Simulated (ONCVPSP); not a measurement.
## Pseudopotential generation for O: ONCV, PBEsol, scalar-relativistic.

ONCVPSP 4.0.1 input, shortened (lines: element, Z, core and valence counts, functional; n l f; lmax; l rc ep ncon nbas qcut; lloc lpopt rc5 dvloc0; l nproj debl; icmod fcfact rcfact), PBEsol, scalar-relativistic:

```
  O 8.00    1    2  -116133      upf
    1    0    2.00
    2    0    1.50
    2    1    4.50
    1
    0    0.60    0.00    4    8   10.40
    1    2.15    0.00    3    6    5.50
    0    5    0.60    0.00
    0    0    1.90
    1    2    3.50
    3    3.75    1.75
```

Poles of the logarithmic derivatives, all-electron (AE) and pseudo (PS). s: poles at no energy (AE) and no energy (PS) Ha. p: poles at -0.1, 3.0 (AE) and -0.1, 3.0 (PS) Ha. Test radii: s 0.61, p 2.18 bohr.

* Cutoffs needed: 235 Ha and 473 Ha (the cutoffs (Ha) at which the residual kinetic energy of the hardest occupied pseudo-wave falls to 1 and 0.1 mHa per electron)
* Ghost test: no bound ghost flagged; no localised positive-energy state flagged
* Largest excitation error: +1886 meV (all-electron minus pseudo) for 2s2 2p2, out of 4 test configurations
* rms error of d²Exc/dni dnj: 1.53 mHa without and 2.72 mHa with the model core
